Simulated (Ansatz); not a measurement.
CH3ClGeO (`O=[CH][GeH2][Cl]`). Total charge 0; spin multiplicity 1.

Cartesian coordinates in Å:
```
O -0.558 -0.946 1.863
C 0.189 -0.309 1.178
Ge -0.266 0.112 -0.731
Cl 1.386 1.266 -1.499
H 1.158 0.071 1.574
H -0.380 -1.168 -1.566
H -1.530 0.975 -0.819
```

Problem. List the harmonic frequencies (cm⁻¹, unscaled) at PBE0-D4/def2-TZVP in Ansatz. (Estimate.)

Solution. Computed: 45, 96, 302, 406, 426, 611, 611, 745, 852, 887, 1359, 1803, 2168, 2181, 2869.

Problem. Is this a minimum?

Solution. Yes, all 15 modes are real.

Problem. Give the ideal-gas thermochemistry at 298.15 K and 1 bar (rigid rotor, harmonic oscillator; point group Cs, symmetry number 1).

Solution. Zero-point energy 91.9 kJ/mol; H(298) − E = 110.0 kJ/mol; entropy 338.0 J/(mol·K), of which translation 170.4, rotation 112.2, vibration 55.3; G(298) − E = 9.3 kJ/mol. Modes under 100 cm⁻¹ are hindered rotations or soft bends, so the harmonic entropy is rough.

Problem. And at 400, 500, 600, 800 and 1000 K?

Solution. 
```json
{"T (K)": "400", "H − E (kJ/mol)": "119.4", "S (J/mol/K)": "364.8", "G − E (kJ/mol)": "-26.6"}
{"T (K)": "500", "H − E (kJ/mol)": "129.6", "S (J/mol/K)": "387.6", "G − E (kJ/mol)": "-64.2"}
{"T (K)": "600", "H − E (kJ/mol)": "140.6", "S (J/mol/K)": "407.7", "G − E (kJ/mol)": "-104.0"}
{"T (K)": "800", "H − E (kJ/mol)": "164.6", "S (J/mol/K)": "442.1", "G − E (kJ/mol)": "-189.1"}
{"T (K)": "1000", "H − E (kJ/mol)": "190.5", "S (J/mol/K)": "470.9", "G − E (kJ/mol)": "-280.5"}
```
